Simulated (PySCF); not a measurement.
Job for PySCF: R-MP2/6-31G* on CH3NO (a complex).

```python
from pyscf import gto, scf, dft, mp
from pyscf.data.elements import chemcore

mol = gto.M(
    atom='''
    N    -0.04556400   -0.19027286   -0.09401091
    H    -0.95690397    0.25199283   -0.12779790
    H     0.64279284    0.52738622   -0.29046489
    H    -0.00485282   -0.86658747   -0.84794880
    C    -0.29274457    0.56983681    2.91182837
    O     0.13736286   -0.28823638    3.49925918
    ''',
    basis='6-31g*',
    cart=True,
    charge=0, spin=0, verbose=3, max_memory=1800)
mf = scf.RHF(mol)
mf.conv_tol = 1e-8
mf.max_cycle = 100
mf.kernel()
if not mf.converged:
    mf = mf.newton().run(mf.mo_coeff, mf.mo_occ)
pt = mp.MP2(mf, frozen=chemcore(mol)).run()
```

### Question
What total energy does the run end on?

### Answer
-169.3764 hartree.
